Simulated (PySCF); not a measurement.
How methods differ on the ionisation energy of C⁺

C⁺ [He] 2s2 2p1 (2P) → C²⁺ [He] 2s2 (1S), as a difference of total energies. Computed with PySCF 2.14 in aug-cc-pCVTZ-DK with one added diffuse shell each of s, p, d, f type (8s7p5d3f, 75 functions), with the spin-free X2C one-electron Hamiltonian (Gaussian nucleus). Correlated levels: valence: 1s2 frozen. The calculations carry no spin-orbit coupling.

Problem. Order these methods by the ionisation energy they give, lowest first.
A. MP2 (valence)
B. CCSD (valence)
C. SCS-MP2 (valence)
D. CCSD(T) (valence)

Solution. B (24.204 eV), D (24.236 eV), C (24.326 eV), A (24.368 eV).

A first-order spin-orbit estimate (lowest level to lowest level, LS coupling) adds 0.005 eV.

Errors of the correlated levels include the incompleteness of this basis and the frozen core.

The coupled-cluster amplitudes are large for C²⁺ (T1 above 0.03 or a double amplitude above 0.15), so a single reference is strained.

For comparison: 24.383 eV (measured; NIST Atomic Spectra Database, ionization energies).
